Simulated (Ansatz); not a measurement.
Start from `C[O][GeH2][GaH2]` and change one atom or group to get `C[O][GeH2][CH3]`.

Ansatz, PBE0-D4/def2-TZVP geometries, multiplicity 1. Each molecule was computed in one conformer, which needn't be the lowest.

Scalar relativity is left out up to krypton.

```tsv
property	`C[O][GeH2][GaH2]`
size of the dipole moment (PBE/def2-TZVPP) / D	1.11
ideal-gas entropy at 298 K and 1 bar (rigid rotor, harmonic PBE0-D4/def2-TZVP) / J/(mol·K)	383
zero-point energy (PBE0-D4/def2-TZVP) / kJ/mol	185.6
HOMO–LUMO gap (PBE0/def2-TZVPP) / eV	4.89
HOMO–LUMO gap (ωB97M-V/def2-TZVPP) / eV	8.71
HOMO energy (ωB97M-V/def2-TZVPP) / eV	-9.21
```

(1) Give the same properties after the change, and the shifts. (Estimate.)

## Answers

(1) The calculation gave: 
```tsv
property	`C[O][GeH2][CH3]`	shift
size of the dipole moment (PBE/def2-TZVPP) / D	0.78	-0.33
ideal-gas entropy at 298 K and 1 bar (rigid rotor, harmonic PBE0-D4/def2-TZVP) / J/(mol·K)	350	-33
zero-point energy (PBE0-D4/def2-TZVP) / kJ/mol	247.0	61.4
HOMO–LUMO gap (PBE0/def2-TZVPP) / eV	8.31	3.42
HOMO–LUMO gap (ωB97M-V/def2-TZVPP) / eV	12.39	3.68
HOMO energy (ωB97M-V/def2-TZVPP) / eV	-9.97	-0.76
```

With PBE0 the HOMO falls by 0.48 eV and the LUMO rises by 2.94 eV, so the gap widens by about 3.42 eV. PBE moves the HOMO by -0.22 eV and ωB97M-V by -0.76 eV. The zero-point energy changes by 61.4 kJ/mol with +3 modes. Dipoles are sizes alone; their direction can turn.

Positive LUMOs are unbound, so they and the gaps depend on the basis.
